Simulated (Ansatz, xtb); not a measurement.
# C2H8GaSi: which of two isomers lies lower

Structure a: `C[SiH2][CH2][GaH]`, a doublet. Structure b: `C[SiH2][Ga][CH3]`, a doublet. Both are isolated molecules in the gas phase, relaxed with PBE0-D3(BJ)/pcseg-1; the shapes shown needn't be the lowest conformers.

a (Å):

```csv
atom,x (Å),y (Å),z (Å)
C,-1.5646,0.4432,-0.6541
C,-0.4910,-0.9023,1.9133
Ga,-0.7644,-2.6832,1.0451
Si,-0.2165,0.4645,0.6570
H,-1.5489,-0.4920,-1.2311
H,-1.4368,1.2680,-1.3663
H,-2.5586,0.5453,-0.1997
H,-0.2039,1.8090,1.3175
H,1.1126,0.2634,0.0017
H,0.4083,-1.0014,2.5436
H,-1.3335,-0.6651,2.5760
H,0.2883,-3.1755,-0.0544
```

b (Å):

```xyz
12

C    -0.7812    0.4428    0.5181
C     3.0850   -0.7010   -1.1249
Ga    2.9234    0.2582    0.6243
Si    0.7428    0.9002    1.5425
H    -0.7431    0.9134   -0.4717
H    -1.7006    0.7742    1.0182
H    -0.8444   -0.6424    0.3732
H     0.7656    2.3841    1.7564
H     0.6276    0.2782    2.9020
H     2.5244   -1.6457   -1.0722
H     2.6270   -0.0895   -1.9160
H     4.1203   -0.9214   -1.4056
```

Estimate E(b) − E(a) at the level CCSD(T)/def2-SVP + ΔMP2/def2-TZVPP.

Calculated at CCSD(T)/def2-SVP + ΔMP2/def2-TZVPP: E(b) − E(a) = −3.0 kcal/mol, so structure b lies lower.

The same difference at several levels:

```tsv
level	geometry	E(b) − E(a) (kcal/mol)	departure from the last row (kcal/mol)	job, with rough time for the two
PBE0-D3(BJ)/pcseg-1	PBE0-D3(BJ)/pcseg-1	−5.7	−2.7	optimisation, 5.6 min
HF/def2-SVP	PBE0-D3(BJ)/pcseg-1	−2.3	+0.6	part of the CCSD(T) run
MP2/def2-SVP	PBE0-D3(BJ)/pcseg-1	−1.9	+1.1	part of the CCSD(T) run
CCSD(T)/def2-SVP	PBE0-D3(BJ)/pcseg-1	−3.2	−0.3	single point
CCSD(T)/def2-SVP + ΔMP2/def2-TZVPP	PBE0-D3(BJ)/pcseg-1	−3.0		single point, 2.2 min
```

As drawn, b has 1 Ga–Si, 1 C–H in place of 1 C–Si, 1 Ga–H.

None of the levels shown reverses the order. The largest departure from CCSD(T)/def2-SVP + ΔMP2/def2-TZVPP is that of PBE0-D3(BJ)/pcseg-1, 2.7 kcal/mol. Levels run at GFN2-xTB geometries aren't shown. The last row adds to CCSD(T) the change of the MP2 difference between the two basis sets, here +0.3 kcal/mol.

With harmonic frequencies from PBE0-D3(BJ)/pcseg-1 (ideal gas, rigid rotor, one conformer each, 298.15 K, 1 atm): on the last row, ΔE + ΔZPE = −1.0 kcal/mol. A mode under 50 cm⁻¹ makes harmonic enthalpies and free energies unreliable, so none is given.

Open shells are spin-unrestricted. The correlated steps freeze 16 core orbitals; the filled d shell of Ga is correlated, in a basis made for valence electrons. Programs: Ansatz 0.2.0; the last row on 2 threads of Intel(R) Xeon(R) Platinum 8488C (Sapphire Rapids) on a shared host.
